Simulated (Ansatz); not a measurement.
Input for Ansatz (an electronic-structure program): U-CCSD(T)/def2-SVP on CdFHO (SMILES [OH][Cd][F]), a point of a bond scan (R = 1.927 Å). Elements past Kr take the def2 small-core potentials; no spin–orbit coupling.

Ansatz 0.2 input:
```yaml
crystal:
  periodic: [false, false, false]
  atoms:
    - {symbol: Cd, position_ang: [0.00856396, 0.00630545, -0.00125543]}
    - {symbol: F, position_ang: [1.25509041, 0.92057288, -1.17515466]}
    - {symbol: O, position_ang: [-1.31759942, -0.96697864, 1.07688400]}
    - {symbol: H, position_ang: [-1.01457734, -0.73699834, 2.96627702]}
basis:
  gaussian:
    orbitals: def2-SVP
correlation: {method: ccsd_t, electrons: outside_noble_gas}
scf: {omitted_lower_state_checks: [cluster_reference]}
magnetization: {spin_polarized: true, initial_magnetization: 0}
```

The head of its log:

```
WARN ansatz: RAYON_NUM_THREADS=1 ignored (pool sized by the plan → 1); use --threads N
Functional definition: HF
these checks for a lower state are left out or cut short: cluster_reference
integrals: 0.06 GiB planned
634 factors; integrals over basis functions are off by at most 8.5e-4 eV
mean field: 0.20 GiB planned
mean field evaluation 1: about -9281.0466 eV, gradient 3.9e1 eV
mean field evaluation 2: about -9281.2617 eV, gradient 3.9e1 eV
mean field evaluation 4: about -9288.4779 eV, gradient 6.4e0 eV
mean field evaluation 8: about -9288.8307 eV, gradient 3.9e-1 eV
mean field evaluation 16: about -9289.3791 eV, gradient 3.4e0 eV
mean field evaluation 32: about -9287.2938 eV, gradient 1.3e1 eV
mean field evaluation 64: about -9291.1098 eV, gradient 1.2e-3 eV
mean field evaluation 96: about -9290.9877 eV, gradient 6.0e-1 eV
mean field evaluation 128: about -9290.9161 eV, gradient 2.6e0 eV
mean field -9291.10978206 eV, -341.4419867505 hartree, gradient 3.7e-6 eV, S^2 0.900632; 12 other end points of the search recorded, 0 dependent functions left out
6 core orbitals not correlated
reference -9291.10978206 eV, -341.4419867505 hartree; 13, 13 occupied and 45, 45 virtual orbitals, 634 factors
```

### Question
Predict the final total energy.

### Answer
-342.0838 hartree (reference determinant -341.4420, T1 diagnostic 0.042). Its determinant has ⟨S²⟩ = 0.90, a mixture of spin states.
